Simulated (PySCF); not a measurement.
# Ionisation energy of Ir⁺ by level of theory

Ir⁺ [Xe] 4f14 5d7 6s1 (5F) → Ir²⁺ [Xe] 4f14 5d7 (4F), as a difference of total energies. Computed with PySCF 2.14 in def2-TZVPPD with the def2 core potential (60 electrons) (6s5p3d2f1g, 59 functions), with a scalar-relativistic core potential. Correlated levels: valence: 5s2 5p6 frozen; valence and next inner shell: nothing frozen outside the core potential. The calculations carry no spin-orbit coupling.

```json
{"method": "UHF", "ionisation energy (eV)": "16.333"}
{"method": "LDA", "ionisation energy (eV)": "18.348"}
{"method": "PBE", "ionisation energy (eV)": "18.017"}
{"method": "PBE0", "ionisation energy (eV)": "17.735"}
{"method": "r2SCAN", "ionisation energy (eV)": "18.000"}
{"method": "wB97X", "ionisation energy (eV)": "17.061"}
{"method": "PW91", "ionisation energy (eV)": "18.093"}
{"method": "M06-L", "ionisation energy (eV)": "17.262"}
{"method": "BP86", "ionisation energy (eV)": "18.152"}
{"method": "MP2 (valence)", "ionisation energy (eV)": "17.299"}
{"method": "SCS-MP2 (valence)", "ionisation energy (eV)": "16.993"}
{"method": "MP2 (valence and next inner shell)", "ionisation energy (eV)": "17.628"}
{"method": "SCS-MP2 (valence and next inner shell)", "ionisation energy (eV)": "17.293"}
```

**Question.** How much does correlation contribute at MP2 (valence and next inner shell)?

**Answer.** 17.628 − (16.333) = 1.295 eV, measured against UHF.

The reference lies between the lowest fine-structure levels, while these numbers refer to the centres of the terms.

Errors of the correlated levels include the incompleteness of this basis and the frozen core.

For comparison: 17 ± 0.3 eV (semi-empirical (NIST evaluation); NIST Atomic Spectra Database, ionization energies).
